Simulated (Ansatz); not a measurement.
Frontier orbitals of C$_{2}$H$_{6}$FGa (`[CH3][Ga]([CH3])[F]`).

Charge 0, multiplicity 1. Correlated methods include outer-core shells of Ga, which these sets cover unevenly. Scalar relativity is left out up to krypton. Geometry: relaxed with PBE0-D4/def2-TZVP. Basis def2-TZVPP, Ansatz 0.2.0.

```csv
functional,HOMO (eV),LUMO (eV)
r2SCAN0,-8.20,-0.41
```

(1) Give HOMO and LUMO (eV) with LDA (SPW92), PBE, revPBE, BLYP, r2SCAN, B97M-V, PBE0, B3LYP, r2SCANh, HSE06 (plane-wave form), BHLYP, CAM-B3LYP, LC-ωPBE, ωB97X-V, ωB97M-V, HF. (Estimate.)

## Answers

(1) Computed: 
```
             functional    HOMO   LUMO
            LDA (SPW92)   -6.89  -1.66
                    PBE   -6.70  -1.39
                 revPBE   -6.63  -1.26
                   BLYP   -6.57  -1.37
                 r2SCAN   -6.98  -1.10
                 B97M-V   -7.04  -1.29
                   PBE0   -8.01  -0.57
                  B3LYP   -7.78  -0.89
                r2SCANh   -7.47  -0.82
HSE06 (plane-wave form)   -7.61  -0.94
                  BHLYP   -9.18   0.13
              CAM-B3LYP   -9.37   0.29
                LC-ωPBE  -10.72   1.54
                ωB97X-V  -10.34   1.36
                ωB97M-V  -10.21   1.08
                     HF  -10.98   2.21
```

B3LYP here is the variant with VWN-RPA as its local correlation; programs differ in this. LC-ωPBE has ω = 0.4 bohr⁻¹. Positive LUMOs are unbound and depend on the basis.
